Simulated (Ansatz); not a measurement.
Reaction (cleavage of the Si–Si bond): `N[SiH](O)[SiH3]` + `N[SiH](O)Cl` → `N[Si@H](Cl)O[Si@@H](N)O` + SiH₄

Gas-phase electronic energies from Ansatz, PBE0-D4/def2-TZVP geometries. CCSD(T)/CBS is the MP2 limit (def2-TZVPP, def2-QZVPP) plus CCSD(T) − MP2 in def2-TZVPP, frozen cores. This one scheme is used for every species. Functionals use def2-TZVPP. One conformer a species, not always the lowest.

| level | ΔE (kcal/mol) | difference from CCSD(T)/CBS |
| --- | --- | --- |
| PBE-D4 | -28.7 | 6.5 |
| r2SCAN-D4 | -34.2 | 1.0 |
| ωB97X-V | -34.3 | 0.9 |
| ωB97M-V | -35.8 | -0.6 |
| PBE | -27.6 | 7.6 |
| r2SCAN | -33.7 | 1.5 |
| PBE0 | -30.2 | 5.0 |
| SCS-MP2/def2-TZVPP | -37.4 | -2.2 |
| HF/def2-QZVPP | -41.1 | -5.9 |
| MP2/CBS(def2) | -36.5 | -1.3 |
| CCSD(T)/CBS | -35.2 | 0 |

Largest T1 diagnostic among the species: 0.012.

The D4 term adds −1.8 kcal/mol with B3LYP and −1.1 kcal/mol with PBE0; it sums over pairs of atoms, weighted by their polarisabilities, and B3LYP, whose exchange is more repulsive, gets the larger term. From PBE to PBE0 (25 % exact exchange), in def2-TZVPP and without D4, ΔE moves by −2.6 kcal/mol. In def2-TZVPP, CCSD(T) changes the Hartree–Fock value by +4.9 kcal/mol (the triples alone add +0.6 kcal/mol) and MP2 by +3.7 kcal/mol.

B3LYP here is the variant with VWN-RPA as its local correlation; programs differ in this.

CCSD(T)/CBS has its own doubt, a few kJ/mol and more with outer-core shells, so smaller differences from it don't rank the levels.
